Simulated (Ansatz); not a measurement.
Stepwise reaction of `O[SiH](O)[SiH2]Cl` with hydrogen chloride, as a gas-phase model of exchange steps in deposition or etching. ΔE in kJ/mol.

Gas-phase electronic energies from Ansatz, PBE0-D4/def2-TZVP geometries. CCSD(T)/CBS is the MP2 limit (def2-TZVPP, def2-QZVPP) plus CCSD(T) − MP2 in def2-TZVPP, frozen cores. This one scheme is used for every species. Functionals use def2-TZVPP. B3LYP here is the variant with VWN-RPA as its local correlation; programs differ in this. One conformer a species, not always the lowest.

| step | reaction | PBE-D4 | B3LYP-D4 | ωB97M-V | CCSD(T)/CBS |
| --- | --- | --- | --- | --- | --- |
| 1 | `O[SiH](O)[SiH2]Cl` + HCl → `O[SiH](Cl)[SiH2]Cl` + H₂O | -6.9 | 0.4 | -0.3 | -2.7 |
| 2 | `O[SiH](Cl)[SiH2]Cl` + HCl → `Cl[SiH2][SiH](Cl)Cl` + H₂O | -2.4 | 3.9 | 3.2 | 0.0 |

(1) By hand: ΔE of the 2 steps together at CCSD(T)/CBS.

Answers

(1) (-2.7) + (0.0) = -2.7 kJ/mol, or -1.4 kJ/mol a step.

In ΔE the steps differ by no more than 2.7 kJ/mol. PBE-D4 differs from CCSD(T)/CBS by -4.2 to -2.4 kJ/mol a step. Only this route is followed, and other bonds may react first. Isolated molecules leave out the surface, adducts and barriers. Largest T1 diagnostic: 0.012.
